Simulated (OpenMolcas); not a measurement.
# Tc4+ in a point-charge field

Tc4+ among 5 point charges of -2 e arranged as a trigonal bipyramid (D3h), 1.65 Å from the ion, with the axial distance 1.947 Å.
```
   1.6500    0.0000    0.0000  -2.00
  -0.8250    1.4289    0.0000  -2.00
  -0.8250   -1.4289    0.0000  -2.00
   0.0000    0.0000    1.9470  -2.00
   0.0000    0.0000   -1.9470  -2.00
```

| Item | Value |
| --- | --- |
| Program | OpenMolcas |
| Method | SS-CASPT2, IPEA 0.25 Eh, imaginary shift 0.1 Eh (closed shells correlated: 4s 4p) |
| Basis | ANO-RCC-VDZP [6s5p3d1f] |
| Scalar Hamiltonian | DKH2, point nucleus |
| Active space | 3 electrons in 5 orbitals (4d) |
| State averaging | 2S+1 = 4 even, 10 roots; 2S+1 = 2 even, 40 roots |
| Spin-orbit coupling | state interaction with AMFI integrals over the reference wave functions |

The lowest spin-free states (labels of D3, the rotations of D3h), above the lowest:

```tsv
State	Degeneracy	E (cm-1)	Free-ion L (%)
4E	2	0	F (100)
4E	2	9320	F (98)
4A2	1	10640	F (62)
2E	2	11060	H (35)
4A1	1	11290	F (100)
4A2	1	11340	F (100)
2E	2	13920	G (66)
2E	2	14300	G (68)
2A1	1	14400	G (75)
2A2	1	16860	H (58)
2E	2	19640	H (62)
4E	2	20260	P (98)
2A2	1	21730	G (93)
2A1	1	22020	G (94)
4A2	1	23010	P (62)
2A2	1	24030	P (40)
2E	2	24430	H (100)
2E	2	24790	G (63)
2E	2	24830	P (56)
2A1	1	27590	H (94)
```

The lowest levels with spin-orbit coupling:

```csv
E (cm-1),Degeneracy,2S+1,g
0,2,4,0.03 0.03 2.14
540,2,4,0.00 0.00 1.85
1230,2,4,0.00 0.00 5.83
2000,2,4,0.00 0.00 9.82
9220,2,4,2.31 2.31 2.67
10090,2,4 (90 %),0.00 0.00 4.59
10130,2,4,1.33 4.03 4.03
10570,2,4 (58 %),0.00 0.00 2.98
10860,2,4,0.00 0.00 7.80
10940,2,4 (86 %),0.00 0.00 1.13
11820,2,4 (69 %),1.38 3.74 3.74
11970,2,4,0.29 0.29 3.87
12550,2,4 (78 %),0.28 0.28 7.37
12760,2,2 (73 %),0.38 0.38 0.80
13080,2,4 (62 %),0.00 0.00 4.92
13210,2,4 (78 %),0.00 0.00 11.30
14580,2,2 (78 %),0.03 0.03 6.17
15430,2,2,0.00 0.00 1.81
15490,2,2,0.05 0.05 5.79
15940,2,2 (89 %),1.93 2.24 2.24
```

Powder χT (cm3 K/mol): 0.146 at 2 K, 0.159 at 10 K, 0.22 at 50 K, 0.297 at 100 K, 0.444 at 200 K, 0.574 at 300 K. The effective moment at 300 K is 2.828 √(χT) = 2.14 μB.

The lowest level has 2S+1 = 4, for which the spin-only value is χT = S(S+1) / 2 = 1.875 cm3 K/mol (g = 2). The computed 0.574 at 300 K differs by -1.301, through orbital momentum, spin-orbit coupling and any other state in reach.

Roots that are degenerate in the reference are averaged as groups; the widest CASPT2 spread within a group is 190 cm-1 (the 2-fold group of multiplicity 4 near 0 cm-1 above the lowest state of its run). Shifts and gaps below about the spread of the groups concerned are not significant. An orbital doublet at a regular site is open to a Jahn-Teller distortion, which this geometry leaves out. Free-ion shares, where given, are those of the reference states; single-state CASPT2 does not remix them. This is an electrostatic model: the charges have no orbitals. No measured value stands beside these numbers.
